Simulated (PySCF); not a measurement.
Predicted microwave data (PBE0-D3(BJ)/def2-SVP geometry optimisation, gas phase (PySCF 2.14.0)) for one isomer of C3H11PSi2:

```
Rotational constants : A = 3426, B = 664.7, C = 589.1 MHz
Dipole components    : |μa| = 0.25 D, |μb| = 0.17 D, |μc| = 1.06 D
Inertial defect      : -49.99 u·Å²
κ                    : -0.95
```

Question: Which candidate fits, each taken in the one conformer that was computed?
A. `[PH2:1][SiH2:2][SiH2:3][CH:4]1[CH2:5][CH2:6]1` with H–P1–Si2–Si3 67° and 161°, P1–Si2–Si3–C4 164°, Si2–Si3–C4–C5 29°
B. `[CH3:1][SiH2:2]/[CH:3]=[CH:4]/[SiH2:5][PH2:6]` with C1–Si2–C3–C4 121°, C3–C4–Si5–P6 9°, C4–Si5–P6–H 177° and 83°
C. `[CH3:1][Si@H:2]1[CH2:3][Si@H:4]([PH2:5])[CH2:6]1` with C3–Si4–P5–H 176° and 82°
D. `[CH3:1][SiH2:2]/[CH:3]=[CH:4]\[SiH2:5][PH2:6]` with C1–Si2–C3–C4 -106°, C3–C4–Si5–P6 61°, C4–Si5–P6–H 165° and 71°
E. `[CH3:1][C@@H:2]1[SiH2:3][CH2:4][Si@H:5]1[PH2:6]` with C4–Si5–P6–H -178° and -84°, C1–C2–Si3–C4 -144°, C2–Si3–C4–Si5 18°, Si3–C4–Si5–P6 -136°, C1–C2–Si5–C4 145°

Answer: B. It is C[SiH2]/C=C/[SiH2]P, a near-prolate asymmetric top, point group C1. The candidates at the same level (rigid rotor, commonest isotopes):

```csv
SMILES,A (MHz),B (MHz),C (MHz),μa (D),μb (D),μc (D),Δ (u·Å²),point group,rotor
C[SiH2]/C=C\[SiH2]P,2266,1144,863.5,0.18,0.25,0.96,-79.58,C1,asymmetric top
C[SiH2]/C=C/[SiH2]P,3426,664.7,589.1,0.25,0.17,1.06,-49.99,C1,near-prolate asymmetric top
P[SiH2][SiH2]C1CC1,4374,764.8,707.0,1.22,0.41,0.67,-61.54,C1,near-prolate asymmetric top
C[Si@H]1C[Si@H](P)C1,4667,912.7,876.6,1.00,0.03,1.02,-85.48,–,near-prolate asymmetric top
C[C@@H]1[SiH2]C[Si@H]1P,2731,1207,922.0,0.11,0.17,0.36,-55.73,C1,asymmetric top
```

`C[C@@H]1[SiH2]C[Si@H]1P` has B 82 % too high; `C[SiH2]/C=C\[SiH2]P` has B 72 % too high; `P[SiH2][SiH2]C1CC1` has A 28 % too high; `C[Si@H]1C[Si@H](P)C1` has C 49 % too high. No structure here is proved a minimum.
